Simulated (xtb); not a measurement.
Cl$_{2}$, charge +1, doublet, geometry from GFN2-xTB (a state made from the parent by changing its charge; the spin is typed, not shown lowest); xtb 6.7.1 with GFN1-xTB.

xtb was given this input:
```
$ xtb mol.xyz --gfn 1 --chrg 1 --uhf 1 --json

# file mol.xyz
2

Cl    -0.00000000    -0.00000000    -0.98043196
Cl     0.00000000     0.00000000     0.98043196
```

What the program printed (banner, timings and long lists left out):

```
   ID    Z sym.   atoms
    1   17 Cl     1, 2

           -------------------------------------------------
          |                Calculation Setup                |
           -------------------------------------------------

           -------------------------------------------------
          |                 G F N 1 - x T B                 |
           -------------------------------------------------

          ...................................................
          :                      SETUP                      :
          :.................................................:
          :  # basis functions                  20          :
          :  # atomic orbitals                  18          :
          :  # shells                            6          :
          :  # electrons                        13          :
          :  # halogen bonds                     0          :
          :  max. iterations                   250          :
          :  Hamiltonian                  GFN1-xTB          :
          :  restarted?                      false          :
          :  GBSA solvation                  false          :
          :  PC potential                    false          :
          :  electronic temp.          300.0000000     K    :
          :  accuracy                    1.0000000          :
          :  -> integral cutoff          0.2500000E+02      :
          :  -> integral neglect         0.1000000E-07      :
          :  -> SCF convergence          0.1000000E-05 Eh   :
          :  -> wf. convergence          0.2000000E-04 e    :
          :  Broyden damping             0.4000000          :
          :  net charge                          1          :
          :  unpaired electrons                  1          :
          ...................................................

 iter      E             dE          RMSdq      gap      omega  full diag
   1     -7.9196016 -0.791960E+01  0.207E+00    3.34       0.0  T
   2     -7.9196419 -0.403182E-04  0.122E+00    3.37       1.0  T
   3     -7.9196626 -0.206525E-04  0.211E-02    3.42       3.4  T
   4     -7.9196626 -0.701519E-10  0.580E-03    3.41      12.2  T
   5     -7.9196626 -0.470592E-10  0.102E-06    3.41   68986.1  T
   6     -7.9196626  0.888178E-15  0.235E-10    3.41  100000.0  T

   *** convergence criteria satisfied after 6 iterations ***

         :::::::::::::::::::::::::::::::::::::::::::::::::::::
[...]
         :: total energy              -7.916536562517 Eh    ::
[...]
         3        2.0000           -0.8105746             -22.0569
         4        2.0000           -0.7738380             -21.0572
         5        2.0000           -0.7738380             -21.0572
         6        1.5000           -0.6954928             -18.9253
         7        1.5000           -0.6954928             -18.9253 (HOMO)
         8                         -0.5699966             -15.5104 (LUMO)
         9                         -0.3637564              -9.8983
        10                         -0.3637564              -9.8983
        11                         -0.3599422              -9.7945
        12                         -0.3599422              -9.7945
        13                         -0.3542597              -9.6399
        14                         -0.3542597              -9.6399
        15                         -0.3278422              -8.9210
        16                         -0.3079309              -8.3792
        17                         -0.3079309              -8.3792
        18                         -0.0564963              -1.5373
      -------------------------------------------------------------
                  HL-Gap            0.1254962 Eh            3.4149 eV
             Fermi-level           -0.6641188 Eh          -18.0716 eV

  Mulliken/CM5 charges         n(s)   n(p)   n(d)
     1Cl    0.50000  0.50000   1.968  4.483  0.049
     2Cl    0.50000  0.50000   1.968  4.483  0.049

Wiberg/Mayer (AO) data.
largest (>0.10) Wiberg bond orders for each atom

 ---------------------------------------------------------------------------
     #   Z sym  total        # sym  WBO       # sym  WBO       # sym  WBO
 ---------------------------------------------------------------------------
     1  17 Cl   1.428 --     2 Cl   1.428
     2  17 Cl   1.428 --     1 Cl   1.428
 ---------------------------------------------------------------------------

Topologies differ in total number of bonds
Writing topology from bond orders to xtbtopo.mol

 dipole moment from electron density (au)
     X       Y       Z
  -0.0000  -0.0000  -0.0000  total (Debye):    0.000

           -------------------------------------------------
          | TOTAL ENERGY               -7.916536562517 Eh   |
          | GRADIENT NORM               0.035490553592 Eh/α |
          | HOMO-LUMO GAP               3.414925516222 eV   |
           -------------------------------------------------

normal termination of xtb
```
